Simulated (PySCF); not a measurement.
Exercise with solution: entropy of an ideal gas

Si(Cl)2 anion (Cl₂Si), SMILES Cl[Si]Cl (connectivity only; charge and spin as stated), charge -1, multiplicity 2.

The structure is a stationary point at PBE-D3(BJ)/def2-SVPD. The spin state was assumed, not searched. The isomer is the one that the SMILES or the coordinates give; other isomers of the formula were not compared.

PBE-D3(BJ)/def2-SVPD in PySCF gives the harmonic wavenumbers 135, 340, 375 cm⁻¹ and the rotational temperatures 0.5514, 0.1142, 0.0946 K. The molar mass is 98.99 g/mol, the symmetry number 2, the spin multiplicity 2.

Problem. Work out the entropy at 298.15 K and 1 atm in the rigid-rotor, harmonic-oscillator model.

Solution. 
Translation (Sackur–Tetrode at 1 atm): S = R[1.5 ln M + 2.5 ln T − 1.16487] = 166.1 J/(mol K).
Rotation: q = (√π/σ) T^1.5/√(θA θB θC) = 59100, S = R[ln q + 3/2] = 103.8 J/(mol K).
Vibration: with u = 1.4388 ν/T, each mode gives R[u/(e^u − 1) − ln(1 − e^−u)]:
```tsv
ν (cm⁻¹)	modes	u	S (J/(mol K))
135	1	0.65	12.02
340	1	1.64	5.07
375	1	1.81	4.43
```
These are all the modes. Sum 21.5 J/(mol K).
Spin: R ln 2 = 5.8 J/(mol K).
Total 297.2 J/(mol K); the program's own thermochemistry gives 297.2. Translation makes up 56 % and vibration 7 %. Anharmonicity, hindered rotation and orbital degeneracy are left out.
